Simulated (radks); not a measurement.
Values are calculated unless marked as measured or tabulated.
Q: The argon ion Ar13+ is in [He] 2s2 2p1. Code: a radial shooting solver on a logarithmic mesh with Libxc functionals. Model: scalar-relativistic Kohn-Sham, BLYP, spin-polarised, spherical densities, finite nucleus; Fermi nuclear charge, rms radius of each element as measured or else 0.836 A^(1/3) + 0.57 fm. Open shells are filled with parallel spins first. One electron is removed from 2s, 1s, 2p in turn, with full relaxation. Which removal costs least, and what does each cost?

A: 2p 754.63 eV; 2s 782.48 eV; 1s 3832.7 eV. The 2p electron leaves first.
